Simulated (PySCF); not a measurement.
PySCF input file for C3H10Si, SMILES CCC[SiH3], PBE-D3(BJ)/def2-SVP. Coordinates come from a PBE-D3(BJ)/def2-SVP optimisation. One conformer was computed; it need not be the lowest.

```python
import numpy as np
from pyscf import gto, scf, dft, df
from pyscf.hessian import thermo

mol = gto.M(
    atom='''
    Si    0.07531141   -1.79340364    0.00000000
    C    -0.58911069   -0.01621227   -0.00000000
    C     0.49630390    1.07218728    0.00000000
    C    -0.07114482    2.49365751   -0.00000000
    H    -1.05673451   -2.78694654   -0.00000000
    H     0.92592401   -2.04064481    1.21938659
    H     0.92592401   -2.04064481   -1.21938660
    H    -1.25178529    0.10051236    0.88664640
    H    -1.25178528    0.10051236   -0.88664639
    H     1.15651180    0.93707235    0.88529681
    H     1.15651181    0.93707235   -0.88529682
    H    -0.70445287    2.67307804   -0.89395235
    H     0.73368907    3.25676656    0.00000000
    H    -0.70445287    2.67307804    0.89395235
    ''',
    basis='def2-SVP',
    charge=0,
    spin=0,
    max_memory=1600,
    verbose=3,
)
mf = dft.RKS(mol, xc='pbe').density_fit(auxbasis='def2-universal-jkfit')
mf.disp = 'd3bj'
mf.grids.level = 3
mf.conv_tol = 1e-11
mf.max_cycle = 100
mf.kernel()

# [left out here: the lines that compute and print the analytic Hessian (its translational invariance restored by hand, since the grid's response is missing), thermochemistry and intensities]
```

Output:

```
[...]
Normal mode                   x     y     z       x     y     z       x     y     z
       0  Si                -0.00 -0.00  0.01   -0.00  0.00  0.00   -0.00 -0.00 -0.00
       1   C                -0.00 -0.00  0.05   -0.00  0.00  0.06   -0.02  0.06 -0.00
       2   C                -0.00  0.00 -0.13    0.00 -0.00 -0.02   -0.03 -0.14  0.00
       3   C                 0.00 -0.00  0.09   -0.00  0.00 -0.06    0.05 -0.01  0.00
       4   H                -0.00  0.00 -0.02    0.00 -0.00 -0.02    0.00 -0.01  0.00
       5   H                 0.02 -0.02 -0.01    0.01 -0.01 -0.00    0.01  0.00 -0.01
       6   H                -0.02  0.02 -0.01   -0.01  0.01 -0.00    0.01  0.00  0.01
       7   H                -0.18 -0.38 -0.04   -0.16 -0.23 -0.03    0.11 -0.15  0.11
       8   H                 0.18  0.38 -0.04    0.16  0.23 -0.03    0.11 -0.15 -0.11
       9   H                -0.21  0.18  0.06   -0.14 -0.57  0.00    0.09  0.47  0.00
      10   H                 0.21 -0.18  0.06    0.14  0.57  0.00    0.09  0.47 -0.00
      11   H                 0.16 -0.19 -0.07   -0.09  0.11  0.03   -0.11  0.09  0.12
      12   H                -0.00  0.00 -0.19   -0.00  0.00  0.08   -0.13  0.19  0.00
      13   H                -0.16  0.19 -0.07    0.09 -0.11  0.03   -0.11  0.09 -0.12
Mode                                21                  22                  23
Irrep
Freq [cm^-1]                     1346.0442           1381.2663           1414.2611
Reduced mass [au]                   1.2980              1.1085              1.0584
Force const [Dyne/A]                1.3856              1.2460              1.2473
Char temp [K]                    1936.6579           1987.3347           2034.8069
Normal mode                   x     y     z       x     y     z       x     y     z
       0  Si                -0.00  0.00  0.00    0.00 -0.00  0.00    0.00 -0.00  0.00
       1   C                 0.01 -0.01 -0.00    0.07  0.02  0.00   -0.01 -0.00  0.00
       2   C                 0.00  0.05 -0.00   -0.01 -0.05 -0.00   -0.05  0.04 -0.00
       3   C                 0.04 -0.13 -0.00    0.00  0.01  0.00    0.02 -0.00 -0.00
       4   H                 0.01 -0.00 -0.00    0.01 -0.01  0.00   -0.00  0.00 -0.00
       5   H                -0.00  0.00  0.00   -0.01 -0.00  0.01   -0.00 -0.00 -0.00
       6   H                -0.00  0.00 -0.00   -0.01 -0.00 -0.01   -0.00 -0.00  0.00
       7   H                -0.04  0.02 -0.04   -0.51 -0.01 -0.41    0.04 -0.00  0.04
       8   H                -0.04  0.02  0.04   -0.51 -0.01  0.41    0.04 -0.00 -0.04
       9   H                -0.06 -0.13  0.02    0.10  0.10 -0.06    0.41 -0.15 -0.34
      10   H                -0.06 -0.13 -0.02    0.10  0.10  0.06    0.41 -0.15  0.34
      11   H                -0.01  0.46  0.14   -0.01 -0.01  0.00   -0.30  0.03  0.23
      12   H                -0.37  0.32  0.00   -0.00  0.01  0.00    0.15 -0.15  0.00
      13   H                -0.01  0.46 -0.14   -0.01 -0.01 -0.00   -0.30  0.03 -0.23
Mode                                24                  25                  26
Irrep
Freq [cm^-1]                     1418.8306           1428.0278           2151.3416
Reduced mass [au]                   1.0365              1.0766              1.0211
Force const [Dyne/A]                1.2294              1.2935              2.7844
Char temp [K]                    2041.3813           2054.6140           3095.3015
Normal mode                   x     y     z       x     y     z       x     y     z
       0  Si                 0.00  0.00  0.00    0.00  0.00 -0.00   -0.01  0.02 -0.00
       1   C                 0.00 -0.00  0.00    0.00 -0.01 -0.00   -0.00 -0.00 -0.00
       2   C                 0.00 -0.00 -0.02    0.06  0.01  0.00   -0.00 -0.00  0.00
       3   C                 0.00  0.00 -0.04    0.04  0.01  0.00    0.00  0.00 -0.00
       4   H                 0.00  0.00 -0.00   -0.00  0.00  0.00   -0.31 -0.26 -0.00
       5   H                 0.00 -0.00 -0.00   -0.00  0.00  0.00    0.36 -0.10  0.52
       6   H                -0.00  0.00 -0.00   -0.00  0.00 -0.00    0.36 -0.10 -0.52
       7   H                -0.01 -0.02 -0.00   -0.05  0.00 -0.04   -0.00  0.01 -0.00
       8   H                 0.01  0.02 -0.00   -0.05  0.00  0.04   -0.00  0.01  0.00
       9   H                -0.03  0.05  0.00   -0.29  0.01  0.25   -0.00  0.00 -0.00
      10   H                 0.03 -0.05  0.00   -0.29  0.01 -0.25   -0.00  0.00  0.00
      11   H                -0.22 -0.44  0.04   -0.41  0.01  0.30    0.00 -0.00  0.00
      12   H                 0.00 -0.00  0.68    0.23 -0.21 -0.00   -0.00  0.00  0.00
      13   H                 0.22  0.44  0.04   -0.41  0.01 -0.30    0.00 -0.00 -0.00
Mode                                27                  28                  29
Irrep
Freq [cm^-1]                     2157.5172           2161.7272           2954.8594
Reduced mass [au]                   1.0504              1.0495              1.0610
Force const [Dyne/A]                2.8809              2.8897              5.4579
Char temp [K]                    3104.1869           3110.2442           4251.3848
Normal mode                   x     y     z       x     y     z       x     y     z
       0  Si                 0.00 -0.00 -0.04   -0.03 -0.02  0.00    0.00 -0.00  0.00
       1   C                -0.00  0.00 -0.00   -0.00 -0.00  0.00   -0.04  0.01  0.00
       2   C                 0.00  0.00  0.00    0.00 -0.00 -0.00    0.05 -0.01 -0.00
       3   C                -0.00 -0.00  0.00   -0.00  0.00  0.00   -0.00 -0.00  0.00
       4   H                 0.00  0.00 -0.01    0.67  0.59  0.00    0.00  0.00  0.00
       5   H                 0.40 -0.11  0.55    0.15 -0.05  0.23   -0.00  0.00  0.00
       6   H                -0.40  0.11  0.55    0.15 -0.05 -0.23   -0.00  0.00 -0.00
       7   H                 0.01 -0.00 -0.00   -0.00  0.00  0.00    0.25 -0.04 -0.35
       8   H                -0.01  0.00 -0.00   -0.00  0.00 -0.00    0.25 -0.04  0.35
       9   H                 0.00  0.00 -0.00    0.00  0.00 -0.00   -0.30  0.06 -0.43
      10   H                -0.00 -0.00 -0.00    0.00  0.00  0.00   -0.30  0.06  0.43
      11   H                 0.00 -0.00 -0.00   -0.00 -0.00 -0.00    0.01 -0.01  0.02
      12   H                 0.00 -0.00  0.00    0.00 -0.00 -0.00    0.03  0.02  0.00
      13   H                -0.00  0.00 -0.00   -0.00 -0.00  0.00    0.01 -0.01 -0.02
Mode                                30                  31                  32
Irrep
Freq [cm^-1]                     2962.5276           2964.2477           2993.6056
Reduced mass [au]                   1.0442              1.0534              1.1019
Force const [Dyne/A]                5.3997              5.4536              5.8183
Char temp [K]                    4262.4176           4264.8925           4307.1319
Normal mode                   x     y     z       x     y     z       x     y     z
       0  Si                -0.00 -0.00 -0.00    0.00  0.00 -0.00    0.00 -0.00 -0.00
       1   C                -0.03  0.01  0.00    0.04 -0.01 -0.00    0.00  0.00 -0.04
       2   C                -0.02  0.01  0.00    0.04 -0.01 -0.00    0.00 -0.00  0.08
       3   C                 0.02 -0.04 -0.00    0.01 -0.02  0.00   -0.00 -0.00 -0.02
       4   H                 0.00  0.00  0.00   -0.00 -0.00  0.00    0.00  0.00 -0.00
       5   H                 0.00 -0.00  0.00   -0.00  0.00 -0.00    0.00 -0.00  0.00
       6   H                 0.00 -0.00 -0.00   -0.00  0.00  0.00   -0.00  0.00  0.00
       7   H                 0.16 -0.03 -0.23   -0.26  0.05  0.36   -0.19  0.04  0.26
       8   H                 0.16 -0.03  0.23   -0.26  0.05 -0.36    0.19 -0.04  0.26
       9   H                 0.13 -0.03  0.18   -0.21  0.04 -0.30   -0.34  0.07 -0.46
      10   H                 0.13 -0.03 -0.18   -0.21  0.04  0.30    0.34 -0.07 -0.46
      11   H                -0.28  0.07 -0.41   -0.17  0.04 -0.24    0.07 -0.02  0.10
      12   H                 0.31  0.28  0.00    0.23  0.21  0.00    0.00  0.00 -0.00
      13   H                -0.28  0.07  0.41   -0.17  0.04  0.24   -0.07  0.02  0.10
Mode                                33                  34                  35
Irrep
Freq [cm^-1]                     3016.9705           3049.9214           3056.0851
Reduced mass [au]                   1.1032              1.1035              1.1030
Force const [Dyne/A]                5.9164              6.0476              6.0698
Char temp [K]                    4340.7488           4388.1578           4397.0260
Normal mode                   x     y     z       x     y     z       x     y     z
       0  Si                -0.00  0.00 -0.00   -0.00  0.00 -0.00    0.00 -0.00 -0.00
       1   C                -0.00  0.00 -0.08    0.00  0.00 -0.01   -0.00 -0.00 -0.00
       2   C                -0.00  0.00 -0.04   -0.00  0.00 -0.02    0.01 -0.00 -0.00
       3   C                 0.00  0.00  0.02   -0.00 -0.00 -0.09    0.08  0.04 -0.00
       4   H                -0.00 -0.00  0.00    0.00  0.00  0.00   -0.00  0.00  0.00
       5   H                 0.00 -0.00  0.00    0.00 -0.00  0.00   -0.00  0.00 -0.00
       6   H                -0.00  0.00  0.00   -0.00  0.00  0.00   -0.00  0.00  0.00
       7   H                -0.35  0.07  0.46   -0.03  0.00  0.03   -0.00 -0.00  0.00
       8   H                 0.35 -0.07  0.46    0.03 -0.00  0.03   -0.00 -0.00 -0.00
       9   H                 0.18 -0.03  0.24    0.09 -0.02  0.13   -0.03  0.01 -0.04
      10   H                -0.18  0.03  0.24   -0.09  0.02  0.13   -0.03  0.01  0.04
      11   H                -0.07  0.01 -0.09    0.38 -0.10  0.52   -0.19  0.06 -0.29
      12   H                -0.00 -0.00  0.01    0.00  0.00 -0.02   -0.58 -0.55 -0.00
      13   H                 0.07 -0.01 -0.09   -0.38  0.10  0.52   -0.19  0.06  0.29
temperature 298.1500 [K]
pressure 101325.00 [Pa]
Rotational constants [GHz] 19.91826 2.20199 2.11159
Symmetry number 1
Zero-point energy (ZPE) 0.11486 [Eh]   301559.313 [J/mol]
                           tot       elec      trans        rot        vib
Entropy [J/mol/K]       330.996      0.000    162.458    107.336     61.202
Cv [J/mol/K]            100.233      0.000     12.472     12.472     75.289
Cp [J/mol/K]            108.547      0.000     20.786     12.472     75.289
Internal energy [J/mol]                      3718.434   3718.434 311959.911
Internal energy [Eh]   -409.20029  -409.32194
Enthalpy [J/mol]                             6197.391   3718.434 311959.911
Enthalpy [Eh]          -409.19934
Gibbs free energy [J/mol]                  -42239.496 -28283.915 293712.563
Gibbs free energy [Eh] -409.23693
mode   freq/cm-1   IR/(km/mol)
   1       95.42         0.247
   2      140.61         0.079
   3      176.10         0.297
   4      254.49         0.019
   5      333.48         1.229
   6      497.84         6.436
   7      573.67        17.013
   8      712.88        22.912
   9      726.03        16.858
  10      809.72        12.697
  11      887.81        10.100
  12      890.28       205.486
  13      912.21        32.377
  14      916.86        38.869
  15      989.25        14.247
  16     1033.38         1.834
  17     1067.80        12.703
  18     1171.45         1.369
  19     1186.31         1.058
  20     1274.61         0.001
  21     1309.35         8.330
  22     1346.04         2.819
  23     1381.27         2.246
  24     1414.26         0.687
  25     1418.83         7.936
  26     1428.03         3.867
  27     2151.34        68.342
  28     2157.52       114.573
  29     2161.73       122.614
  30     2954.86         2.150
  31     2962.53        17.859
  32     2964.25        40.335
  33     2993.61         2.374
  34     3016.97        14.659
  35     3049.92        31.780
  36     3056.09        24.809
max |gradient| / (hartree/bohr): 4.297560054429913e-05
APT charges: [ 0.9711 -0.2254  0.1279  0.0479 -0.2525 -0.2448 -0.2448 -0.0176 -0.0176
 -0.0383 -0.0383 -0.018  -0.0314 -0.018 ]
```

Self-consistency was reached.
